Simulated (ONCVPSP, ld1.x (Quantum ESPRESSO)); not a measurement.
Potentials for sulfur compared

Generated with ld1.x 7.5 (TM, RRKJ, ultrasoft, PAW), atompaw 4.2 or ONCVPSP 4.0.1. The cutoff is in Ry: for ld1.x and atompaw files where the sum of valence levels is converged to 10 mRy in a Bessel basis, for ONCV files where the hardest occupied wave has 1 mHa per electron of residual kinetic energy. The error is the largest all-electron minus pseudo excitation energy over each file’s own four to seven test configurations (ionisations up to +4, promotions, holes and added fractions of an electron), all of which were solved. The labels leave out finer settings (local radius, basis sizes, second energies), which also bear on the numbers. Spin-polarised tests are not counted. The rows are a selection from randomly drawn settings: files with unsolved tests, undetermined cutoffs or missed reference levels are left out.

A true bound ghost makes a file unfit for plane-wave use even where its test errors are small: the radial tests pick states by their node count and pass the ghost by.

| potential | cutoff (Ry) | largest error (meV) | bound ghosts |
| --- | --- | --- | --- |
| ONCV, LDA (Perdew-Zunger), fully relativistic, rc 0.95/0.85/1.00 (spd), local smoothed, core correction yes, reference 2s2 2p6 3s2 3p4, qcut 16.3/14.4/8.3, projectors 2/3/1 | 198 | -699 | none |
| ultrasoft, PBEsol, scalar-relativistic, rc 1.35/1.45/1.50 (spd), local smoothed, core correction no, reference 3s2 3p4 | 18 | +155 | none |
| ONCV, PBE, scalar-relativistic, rc 1.25/1.55/1.45 (spd), local smoothed, core correction no, reference 3s1 3p5, qcut 4.7/5.4/5.8, projectors 1/3/2 | 27 | -5.5 | s, d |
| ONCV, PBE, scalar-relativistic, rc 1.20/1.65 (sp), local smoothed, core correction yes, reference 3s2 3p3.75, qcut 6.7/4.4, projectors 2/2 | 25 | +1.1 | s |

**Question.** Fill in the row for S: ONCV, LDA (Perdew-Wang 92), scalar-relativistic, rc 1.50/1.15/1.20 (spd), local smoothed, core correction no, reference 3s1 3p5, qcut 4.3/7.8/7.9, projectors 2/1/2.

**Answer.** cutoff 60 Ry, largest error +98 meV, bound ghosts: none.

**Question.** Fill in the row for S: TM, LDA (PZ), fully relativistic, rc 1.45/1.20 (sp), local p, core correction no, reference 3s2 3p3.

**Answer.** cutoff 70 Ry, largest error +282 meV, bound ghosts: none.

**Question.** Fill in the row for S: ONCV, LDA (Perdew-Wang 92), non-relativistic, rc 1.25/1.50 (sp), local smoothed, core correction yes, reference 3s2 3p3, qcut 6.2/5.1, projectors 2/3.

**Answer.** cutoff 84 Ry, largest error +41 meV, bound ghosts: s, p.
